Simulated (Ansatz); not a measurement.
Start from `[NH]=[Mo](=[NH])([OH])[F]` and change one atom or group to get `[CH3][Mo](=[NH])(=[NH])[F]`.

Ansatz, PBE0-D4/def2-TZVP geometries, multiplicity 1. Each molecule was computed in one conformer, which needn't be the lowest.

Elements past krypton have def2 core potentials.

| property | `[NH]=[Mo](=[NH])([OH])[F]` |
| --- | --- |
| HOMO–LUMO gap (PBE0/def2-TZVPP) / eV | 6.48 |
| HOMO energy (B3LYP/def2-TZVPP) / eV | -7.89 |
| ideal-gas entropy at 298 K and 1 bar (rigid rotor, harmonic PBE0-D4/def2-TZVP) / J/(mol·K) | 340 |
| HOMO energy (ωB97M-V/def2-TZVPP) / eV | -10.37 |
| LUMO energy (ωB97M-V/def2-TZVPP) / eV | 0.45 |
| HOMO–LUMO gap (ωB97M-V/def2-TZVPP) / eV | 10.83 |

(1) What does the change do to each property? (Estimate.)

Results:

(1) Ansatz gave: 
```json
{"property": "HOMO–LUMO gap (PBE0/def2-TZVPP) / eV", "`[CH3][Mo](=[NH])(=[NH])[F]`": "6.17", "shift": "-0.31"}
{"property": "HOMO energy (B3LYP/def2-TZVPP) / eV", "`[CH3][Mo](=[NH])(=[NH])[F]`": "-7.85", "shift": "0.04"}
{"property": "ideal-gas entropy at 298 K and 1 bar (rigid rotor, harmonic PBE0-D4/def2-TZVP) / J/(mol·K)", "`[CH3][Mo](=[NH])(=[NH])[F]`": "352", "shift": "12"}
{"property": "HOMO energy (ωB97M-V/def2-TZVPP) / eV", "`[CH3][Mo](=[NH])(=[NH])[F]`": "-10.33", "shift": "0.04"}
{"property": "LUMO energy (ωB97M-V/def2-TZVPP) / eV", "`[CH3][Mo](=[NH])(=[NH])[F]`": "0.19", "shift": "-0.26"}
{"property": "HOMO–LUMO gap (ωB97M-V/def2-TZVPP) / eV", "`[CH3][Mo](=[NH])(=[NH])[F]`": "10.52", "shift": "-0.31"}
```

With PBE0 the HOMO rises by 0.05 eV and the LUMO falls by 0.27 eV, so the gap narrows by about 0.32 eV. PBE moves the HOMO by 0.01 eV and ωB97M-V by 0.04 eV. The zero-point energy changes by 58.4 kJ/mol with +6 modes.

B3LYP here is the variant with VWN-RPA as its local correlation; programs differ in this.
